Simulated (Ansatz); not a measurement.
Reaction (hydrogen abstraction from the Si–H bond): `F[SiH2]S[SiH2]F` + Cl• → `F[SiH]S[SiH2]F`• + HCl

Isolated molecules relaxed with PBE0-D4/def2-TZVP in Ansatz; ΔE leaves out vibrations. CCSD(T)/CBS is the MP2 limit (def2-TZVPP, def2-QZVPP) plus CCSD(T) − MP2 in def2-TZVPP, frozen cores. This one scheme is used for every species, atoms too. DFT in def2-TZVPP. B3LYP here is the variant with VWN-RPA as its local correlation; programs differ in this. HSE06 is defined as in plane-wave codes. Open shells (•) are unrestricted, without spin–orbit coupling. Spin–orbit coupling would lower the free atoms: a little for Cl. One conformer a species, not always the lowest.

```tsv
level	ΔE (kcal/mol)	difference from CCSD(T)/CBS
LDA (SPW92)	-20.6	-11.7
PBE-D4	-16.0	-7.1
revPBE-D4	-14.8	-5.9
BLYP-D4	-12.0	-3.1
r2SCAN-D4	-13.5	-4.6
B97M-V	-11.6	-2.7
PBE0-D4	-12.6	-3.7
B3LYP-D4	-9.8	-0.9
r2SCANh-D4	-12.5	-3.6
r2SCAN0-D4	-11.1	-2.2
HSE06-D4	-12.7	-3.8
BHLYP-D4	-5.5	3.4
CAM-B3LYP-D4	-8.5	0.4
ωB97X-V	-8.3	0.6
ωB97M-V	-9.0	-0.1
B2PLYP	-9.0	-0.1
PBE-QIDH	-10.1	-1.2
PBE	-16.0	-7.1
revPBE	-15.0	-6.1
BLYP	-12.1	-3.2
r2SCAN	-13.5	-4.6
PBE0	-12.6	-3.7
B3LYP	-9.9	-1.0
r2SCANh	-12.6	-3.7
CAM-B3LYP	-8.6	0.3
LC-ωPBE	-10.0	-1.1
RPA@PBE/def2-TZVPP	-3.0	5.9
HF/def2-SVP	3.8	12.7
CCSD/def2-SVP	-3.0	5.9
CCSD(T)/def2-SVP	-3.8	5.1
HF/def2-TZVPP	1.6	10.5
MP2/def2-TZVPP	-10.3	-1.4
SCS-MP2/def2-TZVPP	-7.0	1.9
CCSD/def2-TZVPP	-6.1	2.8
CCSD(T)/def2-TZVPP	-7.6	1.3
MP2/def2-QZVPP	-11.2	-2.3
SCS-MP2/def2-QZVPP	-7.8	1.1
HF/CBS(def2)	1.4	10.3
MP2/CBS(def2)	-11.7	-2.8
CCSD/CBS(def2)	-7.5	1.4
CCSD(T)/CBS	-8.9	0
```

Largest T1 diagnostic among the species: 0.014.

At CCSD(T), def2-SVP lies +5.1 kcal/mol from the extrapolated value and def2-TZVPP +1.3 kcal/mol. From BLYP to BHLYP (50 % exact exchange), in def2-TZVPP and without D4, ΔE moves by +6.7 kcal/mol.

CCSD(T)/CBS has its own doubt, a few kJ/mol and more with outer-core shells, so smaller differences from it don't rank the levels.
